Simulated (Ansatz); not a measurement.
Reaction (ligand exchange at the Si–O bond): `[SiH3][O][Cd][O][SiH3]` + `C[AsH]C` → `C[As](C)[SiH3]` + `[OH][Cd][O][SiH3]`

Computed with Ansatz on PBE0-D4/def2-TZVP structures; ΔE is electronic, products minus reactants. CCSD(T)/CBS adds triple-zeta CCSD(T) − MP2 to the extrapolated MP2 energy (def2 sets, frozen cores). DFT in def2-TZVPP. B3LYP here is the variant with VWN-RPA as its local correlation; programs differ in this. HSE06 is defined as in plane-wave codes. def2 core potentials past Kr. For As, Cd outer-core shells are correlated without core-valence functions, which leaves a few kJ/mol of doubt a bond. Scalar relativity is left out up to krypton. One conformer a species, not always the lowest.

| level | ΔE (kJ/mol) | difference from CCSD(T)/CBS |
| --- | --- | --- |
| LDA (SPW92) | 57.4 | -19.0 |
| PBE-D4 | 54.0 | -22.4 |
| r2SCAN-D4 | 73.0 | -3.4 |
| B97M-V | 81.6 | 5.2 |
| PBE0-D4 | 64.5 | -11.9 |
| r2SCANh-D4 | 74.9 | -1.5 |
| HSE06-D4 | 64.3 | -12.1 |
| BHLYP-D4 | 89.6 | 13.2 |
| CAM-B3LYP-D4 | 86.5 | 10.1 |
| ωB97X-V | 80.6 | 4.2 |
| ωB97M-V | 79.7 | 3.3 |
| B2PLYP | 84.3 | 7.9 |
| PBE-QIDH | 78.0 | 1.6 |
| PBE | 57.9 | -18.5 |
| revPBE | 58.9 | -17.5 |
| BLYP | 75.8 | -0.6 |
| r2SCAN | 74.0 | -2.4 |
| PBE0 | 68.0 | -8.4 |
| B3LYP | 82.7 | 6.3 |
| r2SCANh | 76.0 | -0.4 |
| r2SCAN0 | 78.9 | 2.5 |
| HSE06 | 67.6 | -8.8 |
| BHLYP | 95.5 | 19.1 |
| CAM-B3LYP | 90.2 | 13.8 |
| LC-ωPBE | 79.3 | 2.9 |
| RPA@PBE/def2-TZVPP | 84.2 | 7.8 |
| HF/def2-SVP | 111.1 | 34.7 |
| MP2/def2-SVP | 88.2 | 11.8 |
| CCSD/def2-SVP | 90.5 | 14.1 |
| CCSD(T)/def2-SVP | 86.9 | 10.5 |
| HF/def2-TZVPP | 114.9 | 38.5 |
| MP2/def2-TZVPP | 81.0 | 4.6 |
| SCS-MP2/def2-TZVPP | 89.3 | 12.9 |
| CCSD/def2-TZVPP | 87.2 | 10.8 |
| CCSD(T)/def2-TZVPP | 82.1 | 5.7 |
| HF/def2-QZVPP | 116.4 | 40.0 |
| MP2/def2-QZVPP | 78.2 | 1.8 |
| HF/CBS(def2) | 116.6 | 40.2 |
| MP2/CBS(def2) | 75.2 | -1.2 |
| CCSD/CBS(def2) | 81.5 | 5.1 |
| CCSD(T)/CBS | 76.4 | 0 |

Largest T1 diagnostic among the species: 0.016.

Leaving LDA and LC-ωPBE aside and taking each functional with its dispersion term where it has one, the values, not all of them listed here, spread over 36.6 kJ/mol, from revPBE-D4 to BHLYP-D4. In def2-TZVPP, CCSD(T) changes the Hartree–Fock value by −32.8 kJ/mol (the triples alone add −5.1 kJ/mol) and MP2 by −34.0 kJ/mol.
